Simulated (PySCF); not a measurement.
# How the method changes the shape and vibrations of CClGeH2O anion

All numbers below are calculated, not measured. The program is PySCF 2.14.0, an open-source quantum chemistry code, run on an isolated molecule that a program drew, which may never have been made. The molecule is CClGeH2O anion (charge -1, singlet), drawn as the SMILES string `[O-][CH]=[GeH][Cl]`.

The geometry was optimised and harmonic frequencies were computed with HF and MP2, all in the aug-cc-pV(D+d)Z basis, for the commonest isotopes, with a restricted reference for singlets and an unrestricted one otherwise, and a frozen core in MP2. Germanium has the aug-cc-pVDZ-PP basis, with a core potential (ECP10MDF) in place of its 10 inner electrons, and its 3s, 3p and 3d shells are frozen in MP2. Each result is a local minimum of its method.

Geometry at the HF minimum:
```xyz
6
CClGeH2O anion, angstrom
O    -0.7032    1.5749    1.2473
C    -0.3755    0.4482    1.0037
Ge    1.1743   -0.3682   -0.0631
Cl    1.5754    1.3654   -1.6170
H    -0.9567   -0.3717    1.5235
H     0.1334   -1.1499   -0.9850
```

Lengths of the bonds as drawn, in Å (atoms numbered as above):
| bond | HF | MP2 |
|---|---|---|
| O1-C2 | 1.198 | 1.238 |
| C2-Ge3 | 2.051 | 2.046 |
| Ge3-Cl4 | 2.362 | 2.353 |
| C2-H5 | 1.131 | 1.148 |
| Ge3-H6 | 1.595 | 1.606 |

Rotational constants, in GHz:
```
constant     HF    MP2
       A  4.381  4.314
       B  2.509  2.525
       C   1.63  1.627
```

Harmonic frequencies in cm^-1, each column in rising order, so a row needn't be the same motion in every method:
```
rank    HF   MP2
   1   104    89
   2   144   159
   3   285   296
   4   334   317
   5   500   467
   6   596   529
   7   716   667
   8   953     ?
   9  1463  1342
  10  1864  1620
  11  1894  1844
  12  2750  2590
```

**Estimate the missing MP2 frequency from the HF column.**

A single factor s that minimises the squared misfit of MP2 against s times HF over the other rows is sum(HF x MP2) / sum(HF^2) = 0.9304, with an rms misfit of 46 cm^-1. For rank 8 it gives 0.9304 x 953 = 887 cm^-1. The calculation gives 859 cm^-1, 28 cm^-1 below the estimate. The drawn bonds are on average 1.0 % longer in MP2 than in HF.
